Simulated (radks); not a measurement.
The numbers below are computed, except where a source is named.
Species: Zr2+. Configuration: [Kr] 5s2 (not the ground configuration). Code: a radial shooting solver on a logarithmic mesh with Libxc functionals. Model: scalar-relativistic Kohn-Sham, LDA (Slater exchange, Perdew-Wang correlation), spin-polarised, spherical densities, finite nucleus; Fermi nuclear charge, rms radius 4.2694 fm.

Normalised radial functions P(r) = r R(r), r in bohr:

r              4p
0.005181   0.0078
0.006855   0.0129
0.009143   0.0214
0.0121     0.0346
0.01614    0.0557
0.02135    0.0865
0.02825    0.1298
0.03768    0.1877
0.04985    0.2515
0.06649    0.3079
0.08797    0.3231
0.1164     0.2588
0.1552     0.0789
0.2054    -0.1854
0.274     -0.4391
0.3625    -0.5009
0.4796    -0.2629
0.6397     0.2394
0.8464     0.7396
1.129      0.9804
1.494      0.8515
1.976      0.5184
2.636      0.2104
3.488      0.0557
4.652      0.0078
6.155      0.0005
8.144      0.0000

4p: eigenvalue -53.757 eV, 2 radial nodes at r = 0.170, 0.564 bohr, <r> = 1.33 bohr, 90 % of the charge inside 1.97 bohr.
